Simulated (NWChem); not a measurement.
The numbers come from NWChem runs, not from measurements. System: H$_{4}$OSi, charge 0, spin multiplicity 1, at a geometry optimised with PBE0/def2-SVP. The structure started from a generated list of species. Level: EOM-CCSD/aug-cc-pVDZ, 6 core orbitals frozen.

The NWChem input:

```
start mol
memory heap 100 mb stack 700 mb global 1900 mb
geometry units angstroms nocenter noautoz
  Si     0.527488    -0.089826     0.000000
  O     -1.095949     0.283474     0.000000
  H      0.920325    -0.881936    -1.208873
  H      1.253558     1.208331     0.000000
  H      0.920325    -0.881936     1.208873
  H     -1.711454    -0.454691     0.000000
  symmetry group Cs
end
basis spherical
  * library aug-cc-pvdz
end
scf
  rhf
  nopen 0
  maxiter 100
  thresh 1e-7
  semidirect memsize 60000000 filesize 0
end
tce
  freeze core 6
  ccsd
  nroots 2
  2eorb
  2emet 13
  thresh 1e-5
  maxiter 200
  tilesize 24
end
task tce energy
```

NWChem printed:

```
             Northwest Computational Chemistry Package (NWChem) 7.3.0
             --------------------------------------------------------

                                NWChem Input Module
                                -------------------

 Scaling coordinates for geometry "geometry" by  1.889725989
 (inverse scale =  0.529177249)

 Turning off AUTOSYM since
 SYMMETRY directive was detected!

                             Geometry "geometry" -> ""
                             -------------------------

 Output coordinates in angstroms (scale by  1.889725989 to convert to a.u.)

  No.       Tag          Charge          X              Y              Z
 ---- ---------------- ---------- -------------- -------------- --------------
    1 Si                  14.0000     0.52748800    -0.08982600     0.00000000
    2 O                    8.0000    -1.09594900     0.28347400     0.00000000
    3 H                    1.0000     0.92032500    -0.88193600    -1.20887300
    4 H                    1.0000     1.25355800     1.20833100     0.00000000
    5 H                    1.0000     0.92032500    -0.88193600     1.20887300
    6 H                    1.0000    -1.71145400    -0.45469100     0.00000000

 Effective nuclear repulsion energy (a.u.)      64.1972264186

            Nuclear Dipole moment (a.u.)
            ----------------------------
        X                 Y               Z
 ---------------- ---------------- ----------------
    -0.0000113384    -0.0000075589     0.0000000000

      Symmetry information
      --------------------

 Group name             Cs
 Group number              2
 Group order               2
 No. of unique centers     5

      Symmetry unique atoms

     1    2    3    4    6


 Summary of "ao basis" -> "" (spherical)
 ------------------------------------------------------------------------------
       Tag                 Description            Shells   Functions and Types
 ---------------- ------------------------------  ------  ---------------------
 *                        aug-cc-pvdz                 on all atoms

 Summary of "ao basis" -> "ao basis" (spherical)
[...]
   0.0005270332111   0.2626984506115    7.14839
   0.0057047963297   0.3109201974573    8.46057     0.8     0.8

 Iteration  15 using   30 trial vectors
   0.0002660976694   0.2626984677963    7.14839
   0.0036212197883   0.3109132194428    8.46038     0.8     0.8

 Iteration  16 using   32 trial vectors
   0.0001407243375   0.2626985240985    7.14839
   0.0026082565106   0.3109119636054    8.46035     0.8     0.8

 Iteration  17 using   34 trial vectors
   0.0000698512815   0.2626985828471    7.14840
   0.0020004329690   0.3108913871574    8.45979     0.9     0.9

 Iteration  18 using   36 trial vectors
   0.0000355110551   0.2626984945070    7.14839
   0.0012829988736   0.3108865378790    8.45966     0.8     0.8

 Iteration  19 using   38 trial vectors
   0.0000173113158   0.2626984360428    7.14839
   0.0007083562477   0.3108848785305    8.45961     0.8     0.8

 Iteration  20 using   40 trial vectors
   0.0000086549408   0.2626985927780    7.14840
   0.0003847518858   0.3108885621694    8.45971     0.8     0.8

 Iteration  21 using   41 trial vectors
   0.0000068662957   0.2626985932631    7.14840
   0.0002101931980   0.3108893428174    8.45973     0.5     0.5

 Iteration  22 using   42 trial vectors
   0.0000062689576   0.2626985803311    7.14840
   0.0001147096456   0.3108882849523    8.45970     0.6     0.6

 Iteration  23 using   43 trial vectors
   0.0000060762772   0.2626985801907    7.14840
   0.0000658338814   0.3108890225161    8.45972     0.5     0.5

 Iteration  24 using   44 trial vectors
   0.0000060106368   0.2626985792865    7.14840
   0.0000444852704   0.3108890119771    8.45972     0.5     0.5

 Iteration  25 using   45 trial vectors
   0.0000060204770   0.2626985784236    7.14840
   0.0000280607721   0.3108888977723    8.45972     0.5     0.5

 Iteration  26 using   46 trial vectors
   0.0000060514392   0.2626985782688    7.14840
   0.0000166910873   0.3108888475088    8.45972     0.5     0.5

 Iteration  27 using   47 trial vectors
   0.0000060838617   0.2626985795648    7.14840
   0.0000110749768   0.3108888335374    8.45972     0.5     0.5

 Iteration  28 using   48 trial vectors
   0.0000060814262   0.2626985823439    7.14840
   0.0000076839989   0.3108888899574    8.45972     0.5     0.5
 --------------------------------------------------------------
 Iterations converged
 ------------------

 Excited state root  1
 Excitation energy / hartree =        0.262698582343946
                   / eV      =        7.148395179069572
 largest EOMCCSD amplitudes: R1 and R2

 Singles contributions
    14a'  (alpha) ---    11a"  (alpha)        0.2292819197
    14a'  (alpha) ---    13a"  (alpha)        0.5379321783
    15a'  (alpha) ---    11a"  (alpha)       -0.1636575023
    15a'  (alpha) ---    13a"  (alpha)       -0.4329100065
    16a'  (alpha) ---    13a"  (alpha)       -0.1628182646
    18a'  (alpha) ---    13a"  (alpha)        0.1337283197
    21a'  (alpha) ---    11a"  (alpha)       -0.1335372313
    21a'  (alpha) ---    13a"  (alpha)       -0.2924624054
    22a'  (alpha) ---    13a"  (alpha)        0.3483256265

 Doubles contributions
 ------------------

 Excited state root  2
 Excitation energy / hartree =        0.310888889957406
                   / eV      =        8.459720727720276
 largest EOMCCSD amplitudes: R1 and R2

 Singles contributions
    14a'  (alpha) ---    11a"  (alpha)       -0.1610820476
    14a'  (alpha) ---    13a"  (alpha)       -0.5526720559
    15a'  (alpha) ---    13a"  (alpha)       -0.5127283294
    16a'  (alpha) ---    13a"  (alpha)       -0.3104879894
    21a'  (alpha) ---    13a"  (alpha)        0.1737317909
    22a'  (alpha) ---    13a"  (alpha)        0.2804612534
    25a'  (alpha) ---    13a"  (alpha)        0.1566257676
    28a'  (alpha) ---    13a"  (alpha)       -0.1032592909

 Doubles contributions

 Task  times  cpu:       59.8s     wall:       59.8s

 Total times  cpu:       59.8s     wall:       59.8s
```
